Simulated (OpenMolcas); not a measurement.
An OpenMolcas run meant for O⁺ (ANO-L-VQZP, non-relativistic; inactive shells 1s; intended active space 5 electrons in 4 orbitals (2s 2p)). One step of its input:

```
&CASPT2
Multistate=1 1
Frozen=0 0
IPAE=0.25
Imaginary=0.1
MaxIter=60
WThr=0.0 0.3 0.05
PrWF=0.5
NoMix
```

Lines from the output:

```
|        MOLCAS_PRINT = 2
  |       MOLCAS_SOURCE = <dir>
  |    MOLCAS_STRUCTURE = 0
  |
   ------------------------------------------------------------------------------------------
++ ---------   Input file   ---------
>>> COPY JOB001 $Project.JobIph
&CASPT2
Multistate=1 1
Frozen=0 0
IPAE=0.25
Imaginary=0.1
MaxIter=60
WThr=0.0 0.3 0.05
PrWF=0.5
NoMix
-- ----------------------------------
>>> COPY JOB001 a.JobIph
*** symbolic link created: INPORB -> a.RasOrb
--- Start Module: caspt2 at  ---
()()()()()()()()()()()()()()()()()()()()()()()()()()()()()()()()()()()()()()()()()()()()()()()()()()
                                              &CASPT2
                                   only a single process is used
                       available to each process: 2.3 GB of memory, 1 thread
()()()()()()()()()()()()()()()()()()()()()()()()()()()()()()()()()()()()()()()()()()()()()()()()()()
 ###    ERROR: Unrecognized keyword: IPAE                                    ###
--- Stop Module: caspt2 at  /rc=_RC_INPUT_ERROR_ ---
.####################.
.# User input error #.
.####################.
```

Task: What is wrong with the input?

Result: A keyword is misspelt. OpenMolcas reads the first four letters of a keyword, so the setting is refused or falls back to its default.
